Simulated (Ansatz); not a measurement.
`C[O][Cd][Cl]` + H₂O → `C[O][Cd][OH]` + HCl at 400 K and 1 bar (formal hydrolysis of a Cd–Cl bond).

Calculated with Ansatz (gas phase, PBE0-D4/def2-TZVP geometries, no zero-point term in ΔE). CCSD(T)/CBS adds triple-zeta CCSD(T) − MP2 to the extrapolated MP2 energy (def2 sets, frozen cores). This one scheme is used for every species. def2 core potentials past Kr. For Cd outer-core shells are correlated without core-valence functions, which leaves a few kJ/mol of doubt a bond. One conformer a species, not always the lowest.

```
       species  CCSD(T)/CBS energy (Eh)  H − E (kJ/mol)  S (J/(mol·K))
`C[O][Cd][Cl]`               -742.55216           137.5          366.6
           H₂O                -76.37941            69.8          198.6
`C[O][Cd][OH]`               -358.50510           170.2          373.2
           HCl               -460.38127            29.6          195.4
```

H − E and S are ideal-gas, rigid-rotor, harmonic terms from PBE0-D4/def2-TZVP, for one conformer and one mirror image of each species. 1 Eh = 2625.50 kJ/mol, R = 8.31446 J/(mol·K).

Question: By hand: ΔE, ΔH, ΔS and ΔG.

Answer: ΔE = (-358.50510) + (-460.38127) − (-742.55216) − (-76.37941) = 0.04520 Eh = 118.7 kJ/mol. Δ(H − E) = 170.2 + 29.6 − 137.5 − 69.8 = -7.5, so ΔH = 111.2 kJ/mol. ΔS = 373.2 + 195.4 − 366.6 − 198.6 = 3.4 J/(mol·K). ΔG = 111.2 − 400 × (3.4)/1000 = 109.8 kJ/mol.

Question: By hand: the equilibrium constant, and the temperature at which ΔG would vanish if ΔH and ΔS stayed fixed.

Answer: log₁₀ K = −ΔG/(RT ln 10) = -14.3. ΔG = 0 at ΔH/ΔS = 32706 K, far beyond where these terms or the molecules hold.

The number of gas molecules stays the same, so ΔS is small and ΔH decides. A doubt of 5 kJ/mol in ΔE shifts log₁₀ K by 0.7 here. Other conformers and mirror images would add mixing entropy, several J/(mol·K) or more a flexible species. These are equilibria of isolated gas molecules and say nothing of rates. Largest T1 diagnostic: 0.017 (customary marks: 0.02 for closed shells, 0.045 for open ones).
